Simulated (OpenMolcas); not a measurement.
# Computed transition rates of Ar⁴⁺

```yaml
Program: OpenMolcas 26.06
Method: "MS-CASPT2, IPEA 0.25 Eh, imaginary shift 0.1 Eh (closed shells correlated: 2s 2p)"
Basis: ANO-R3 [6s5p4d2f1g]
Scalar_Hamiltonian: X2C, finite nucleus
Active_space: 4 electrons in 4 orbitals (3s 3p)
State_averaging: 2S+1 = 3 even, 6 roots; 2S+1 = 1 even, 11 roots; 2S+1 = 5 odd, 1 root; 2S+1 = 3 odd, 9 roots; 2S+1 = 1 odd, 8 roots
Spin-orbit_coupling: RASSI with atomic mean-field integrals over the reference wave functions, term energies averaged over their components
```

Rates come from the transition moments of the reference wave functions (E1 and E2 in the length form). At fixed line strength A goes as λ^-3 for E1 and M1 and as λ^-5 for E2, so a rate at the computed wavelength can be rescaled to the measured one. Measured vacuum wavelengths follow from level energies in Saloman, J. Phys. Chem. Ref. Data 39, 033101 (2010). Branching counts decays inside the model space alone, at computed energies, and the table is only a selection of the E2 and M1 lines, drawn from those between levels with measured partners whose computed energy lies within a factor of 1.5 of the measured one.

```tsv
Upper	Lower	Type	λ computed (nm)	λ measured (nm)	A computed (s-1)	A rescaled (s-1)	Branching %
3s2 3p2 3P1	3s2 3p2 3P0	M1	14270	13100	6.20e-03	8.01e-03	100.0
3s2 3p2 3P2	3s2 3p2 3P1	M1	8513	7902	2.19e-02	2.74e-02	100.0
3s2 3p2 1D2	3s2 3p2 3P2	M1	730.3	700.8	4.21e-01		69.8
3s2 3p2 1D2	3s2 3p2 3P1	M1	672.6	643.7	1.80e-01		29.9
3s2 3p2 1S0	3s2 3p2 1D2	E2	479.4	462.7	3.10e+00	3.70e+00	34.6
3s2 3p2 1S0	3s2 3p2 3P2	E2	289.4	278.7	6.14e-02		0.7
3s2 3p2 1S0	3s2 3p2 3P1	M1	279.9	269.2	5.80e+00		64.7
```

Spin-changing lines and M1 lines between different terms are not rescaled, since their strength hangs on the term gaps too.

The largest correction is for 3s2 3p2 3P1 → 3s2 3p2 3P0 (M1): 6.20e-03 × (14270 / 13100)^3 = 8.01e-03 s-1, a factor of 1.29.

The computed rate and branching of 3s2 3p2 3P1 → 3s2 3p2 3P0 give the upper level a radiative lifetime of 1.000 / 6.20e-03 s-1 = 1.61e+02 s, counting decays inside the model space alone. The rescaled rate gives about 1.2e+02 s.

No measured rate stands beside these. Rescaling mends the energy factor alone: line strengths can still be far off where a level mixes with configurations outside the active space, and weak or spin-changing lines hang on small mixing coefficients that depend on the term gaps too, so rescaling need not improve them.

CASPT2 breaks the degeneracy within a term, and the mean is taken; among the terms shown or strongly mixed into the levels shown the widest spread is 57 cm-1 (3s2 3p2 1D). Over all roots computed the reference weight is 0.85 to 0.98; the roots of lowest weight are the least certain, and an intruder state may touch them. Computed and measured levels are paired by configuration, term and J; levels that our copy of the source lacks, or whose pairing is in doubt (as where it misses far off the trend of its configuration), stay unpaired. Only configurations of the active space appear.
